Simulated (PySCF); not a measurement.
C4H3NO3: full NMR table

* Formula: C4H3NO3
* SMILES: O=COc1cnoc1
* InChI: InChI=1S/C4H3NO3/c6-3-7-4-1-5-8-2-4/h1-3H
* Point group of the computed structure: Cs
* Degrees of unsaturation: 4
* Carbon signals: 4
* Proton signals: 3

Molfile (atoms numbered from 1):
```
C4H3NO3
     RDKit          3D

 11 11  0  0  0  0  0  0  0  0999 V2000
    2.1337   -1.0321   -0.5478 O   0  0  0  0  0  0  0  0  0  0  0  0
    2.1189    0.0649   -0.0791 C   0  0  0  0  0  0  0  0  0  0  0  0
    1.0504    0.7728    0.2742 O   0  0  0  0  0  0  0  0  0  0  0  0
   -0.2070    0.2511    0.1139 C   0  0  0  0  0  0  0  0  0  0  0  0
   -1.4049    0.9276    0.4650 C   0  0  0  0  0  0  0  0  0  0  0  0
   -2.4327    0.1776    0.1967 N   0  0  0  0  0  0  0  0  0  0  0  0
   -1.9738   -0.9766   -0.3216 O   0  0  0  0  0  0  0  0  0  0  0  0
   -0.6418   -0.9522   -0.3792 C   0  0  0  0  0  0  0  0  0  0  0  0
    3.0116    0.6732    0.1367 H   0  0  0  0  0  0  0  0  0  0  0  0
   -1.5179    1.9038    0.8875 H   0  0  0  0  0  0  0  0  0  0  0  0
   -0.1311   -1.8074   -0.7723 H   0  0  0  0  0  0  0  0  0  0  0  0
  1  2  2  0
  2  3  1  0
  3  4  1  0
  4  5  1  0
  5  6  2  0
  6  7  1  0
  7  8  1  0
  8  4  2  0
  2  9  1  0
  5 10  1  0
  8 11  1  0
M  END
```

No relativistic terms, one conformer, isolated molecule. Geometry from GFN2-xTB; GIAO PBE0/pcSseg-1 shieldings; PySCF 2.14.0 with density-fitted response routines.

Chemical shifts δ = σref − σ; 1H (σref 31.72) and 13C (σref 186.93) vs TMS; 15N (σref 267.73) vs NH3; H2O for 17O (σref 336.08), all at this level.

| carbon | δC, type | δH (multiplicity) | HMBC from (2–3 bonds) | span of the C tensor (ppm) |
| --- | --- | --- | --- | --- |
| C2 | 161.3, CH | 8.26 (s) | – | 163 |
| C4 | 142.6, C | – | H11, H10, H9 | 116 |
| C5 | 145.6, CH | 8.38 (m) | H11 | 190 |
| C8 | 156.3, CH | 9.71 (m) | H10 | 160 |

Other nuclei:
```csv
atoms,nucleus,environment,δ (ppm),σ (ppm)
N6,15N,pyridine-type nitrogen of an azole,414.1,-146.4
O1,17O,ester carbonyl oxygen,458.4,-122.4
O7,17O,aromatic ring oxygen,387.8,-51.8
O3,17O,ester alkoxy oxygen,219.5,116.6
```

1. Carbon types of the structure: 1 × C, 3 × CH, which accounts for all hydrogens.
2. δC 161.3: ester carbonyl carbon; lone-pair donation from the attached heteroatom keeps it upfield of a ketone carbonyl.
3. δC 156.3: aromatic CH next to the ring oxygen.
4. δC 145.6: aromatic CH next to a ring nitrogen; the adjacent pyridine-type nitrogen withdraws density from it.
5. δC 142.6: aromatic carbon bearing oxygen; an ipso carbon deshielded by its heteroatom.
6. δH 9.71: hydrogen on an aromatic CH next to the ring oxygen; ring-current deshielding.

Shifts are as computed. Against solution values, carbons near 30 ppm lie about +3 ppm off and those near 130 ppm about +5 ppm. Of 1211 compounds with measured shifts, 218 miss one by over three times the rms of a fit or turn the order of signals round; such compounds aren't used in these exercises. Unscaled 17O shifts of doubly bonded oxygen tend to come out too high, by tens of ppm or more. Experimental scales use liquid or dissolved standards, which lie at an offset from isolated NH3 (liquid NH3: subtract about 20 ppm) and H2O (liquid H2O: subtract about 36 ppm). Unscaled 15N shifts of sp2 nitrogen come out 20 to 40 ppm too high even then. No couplings were computed; multiplicities are counted from neighbouring protons, with m where these are inequivalent, close in shift, in a saturated or five-membered ring or joined by F or P, and br s for small geminal =CH2 splittings.
